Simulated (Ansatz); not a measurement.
`FB[AsH2]` + `S[S][GeH3]` → `[GeH3][S]S[AsH2]` + `BF` at 700 K and 1 bar (cleavage of the As–B bond).

Calculated with Ansatz (gas phase, PBE0-D4/def2-TZVP geometries, no zero-point term in ΔE). CBS: MP2 limit from def2 TZ/QZ plus the TZ coupled-cluster correction, frozen cores. This one scheme is used for every species. For As, Ge outer-core shells are correlated without core-valence functions, which leaves a few kJ/mol of doubt a bond. Scalar relativity is left out up to krypton. One conformer a species, not always the lowest.

```json
{"species": "`FB[AsH2]`", "CCSD(T)/CBS energy (Eh)": "-2361.43380", "H − E (kJ/mol)": "129.7", "S (J/(mol·K))": "364.6"}
{"species": "`S[S][GeH3]`", "CCSD(T)/CBS energy (Eh)": "-2874.07545", "H − E (kJ/mol)": "151.2", "S (J/(mol·K))": "417.4"}
{"species": "`[GeH3][S]S[AsH2]`", "CCSD(T)/CBS energy (Eh)": "-5109.69255", "H − E (kJ/mol)": "193.6", "S (J/(mol·K))": "515.6"}
{"species": "`BF`", "CCSD(T)/CBS energy (Eh)": "-125.82039", "H − E (kJ/mol)": "88.4", "S (J/(mol·K))": "262.0"}
```

H − E and S are ideal-gas, rigid-rotor, harmonic terms from PBE0-D4/def2-TZVP, for one conformer and one mirror image of each species. 1 Eh = 2625.50 kJ/mol, R = 8.31446 J/(mol·K).

Task: By hand: ΔE, ΔH, ΔS and ΔG.

Result: ΔE = (-5109.69255) + (-125.82039) − (-2361.43380) − (-2874.07545) = -0.00369 Eh = -9.7 kJ/mol. Δ(H − E) = 193.6 + 88.4 − 129.7 − 151.2 = 1.1, so ΔH = -8.6 kJ/mol. ΔS = 515.6 + 262.0 − 364.6 − 417.4 = -4.4 J/(mol·K). ΔG = -8.6 − 700 × (-4.4)/1000 = -5.5 kJ/mol.

Task: By hand: the equilibrium constant, and the temperature at which ΔG would vanish if ΔH and ΔS stayed fixed.

Result: log₁₀ K = −ΔG/(RT ln 10) = 0.4. ΔG = 0 at ΔH/ΔS = 1955 K, though so small a ΔH makes that figure unsure.

TΔS isn't small against ΔH here. The sign of ΔG lies within the doubt. A doubt of 5 kJ/mol in ΔE shifts log₁₀ K by 0.4 here. Other conformers and mirror images would add mixing entropy, several J/(mol·K) or more a flexible species. Modes under 60 cm⁻¹, often nearly free rotors, make the harmonic entropy too high. These are equilibria of isolated gas molecules and say nothing of rates. Largest T1 diagnostic: 0.013 (customary marks: 0.02 for closed shells, 0.045 for open ones).
